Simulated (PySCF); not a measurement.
**How methods differ on the ionisation energy of Cl⁺**

Cl⁺ [Ne] 3s2 3p4 (3P) → Cl²⁺ [Ne] 3s2 3p3 (4S), as a difference of total energies. Computed with PySCF 2.14 in aug-cc-pCVTZ-DK, with scalar relativity by spin-free X2C-1e. Correlated levels: valence and next inner shell: 1s2 frozen. The calculations carry no spin-orbit coupling.

| method | ionisation energy (eV) | plus first-order spin-orbit estimate | error of that sum (eV) |
| --- | --- | --- | --- |
| UHF | 22.572 | 22.611 | -1.203 |
| MP2 (valence and next inner shell) | 23.388 | 23.428 | -0.386 |
| SCS-MP2 (valence and next inner shell) | 23.466 | 23.505 | -0.309 |
| CCSD (valence and next inner shell) | 23.500 | 23.540 | -0.274 |
| CCSD(T) (valence and next inner shell) | 23.533 | 23.573 | -0.241 |

Reference: 23.814 eV (measured; NIST Atomic Spectra Database, ionization energies).

A first-order spin-orbit estimate (lowest level to lowest level, LS coupling) adds 0.040 eV.

Errors of the correlated levels include the incompleteness of this basis and the frozen core.
